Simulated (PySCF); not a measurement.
# Mayer bond orders and bond lengths

Compound: C3H8OSi.
Atom-mapped SMILES: `[SiH3:1][O:2][CH:3]1[CH2:4][CH2:5]1` (hydrogens: H6, H7, H8 on Si1; H9 on C3; H10, H11 on C4; H12, H13 on C5)

Cartesian coordinates in Å at the PBE0-D3(BJ)/def2-SVP level; atoms count from 1:
```xyz
13
C3H8OSi angstrom
Si     2.1336    0.9118    0.3893
O      0.8461   -0.0542    0.8396
C      0.0683   -0.7150   -0.1019
C     -1.3544   -0.9778    0.2491
C     -1.0162    0.0327   -0.8175
H      2.7651    1.3773    1.6526
H      1.6745    2.0834   -0.4193
H      3.1178    0.1295   -0.4227
H      0.6047   -1.4924   -0.6634
H     -1.6839   -0.5887    1.2156
H     -1.7996   -1.9321   -0.0432
H     -1.2222   -0.2074   -1.8641
H     -1.1376    1.0878   -0.5576
```

Bond orders from the PBE0/pcSseg-1 density (PySCF). One conformer (not necessarily the lowest) at the PBE0-D3(BJ)/def2-SVP geometry, without solvent, vibrations or thermal averaging.

Q: Where do the orders between heavy atoms depart from those drawn in the SMILES?

A: The largest departure is 0.099, at O2–C3 (drawn single, 0.901).

Q: Set the Mayer orders of the bonds between heavy atoms beside their lengths.

A: 
| bond | drawn as | length (Å) | Mayer order |
| --- | --- | --- | --- |
| Si1–O2 | single | 1.671 | 0.938 |
| O2–C3 | single | 1.389 | 0.901 |
| C3–C4 | single | 1.489 | 0.964 |
| C4–C5 | single | 1.508 | 0.964 |
| C5–C3 | single | 1.499 | 0.956 |

Q: And the bonds to hydrogen?

A: H–Si: 0.91 to 0.94 (3 bonds); C–H: 0.94 to 0.95 (5 bonds).

Q: Sum the orders of all bonds at each heavy atom with more than one neighbour and set the sums beside the valence in the SMILES.

A: Si1 3.707 (drawn 4), O2 1.839 (drawn 2), C3 3.765 (drawn 4), C4 3.831 (drawn 4), C5 3.819 (drawn 4). Orders between atoms that aren't bonded are not in these sums.

The Mayer order sums products of elements of PS (density times overlap matrix) between the two atoms' basis functions, so it depends on the basis set.

These values come from a run that also computed NMR shieldings. On one thread of an Arm Neoverse V2 (shared host), this took 8.2 s wall and 0.65 GiB of memory at its peak.
